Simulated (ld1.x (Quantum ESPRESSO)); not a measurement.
## PBE PAW dataset for boron, scalar-relativistic all-electron reference.

boron, PAW, made with ld1.x (Quantum ESPRESSO) 7.5 (PBE, scalar-relativistic). Core [He], reference 2s2 2p1. Waves: 2s (bound): rcut 0.85, rcutus 1.10 bohr; 2s channel at 1.2 Ry: rcut 0.85, rcutus 1.10 bohr; 2p (bound): rcut 3.50, rcutus 3.85 bohr; 2p channel at 4.75 Ry: rcut 3.50, rcutus 3.85 bohr. Local part: all-electron potential smoothed inside 3.10 bohr (lloc = -1). Core correction: Bessel-smoothed model core, default radius (core density twice the valence density). Augmentation charge: BESSEL, radius 0.80 bohr.

All-electron outer shells of the reference configuration (PBE, scalar-relativistic, ld1.x):

| shell | level (eV) | outermost node (bohr) | outermost maximum (bohr) |
| --- | --- | --- | --- |
| 1s | -180.59 | – | 0.21 |
| 2s | -9.44 | 0.46 | 1.52 |
| 2p | -3.61 | – | 1.57 |

Task: Is the overlap operator S = 1 + Σ q|β⟩⟨β| positive definite (Bessel basis up to 400 Ry)?

Result: No: its lowest eigenvalue is -1.434, in the s channel, so the generalised eigenproblem breaks down once the basis is large enough.

Its largest configuration-test error is +520 meV (2s2 2p0). Test run stopped at test 6 of 7 (negative rho).

The ghost test of this file was not conclusive. Its overlap operator is not positive definite in a basis up to 400 Ry (lowest eigenvalue s -1.43), so the file is unfit for use: the generalised eigenproblem breaks down once the basis is large enough, and its test numbers describe a broken file.
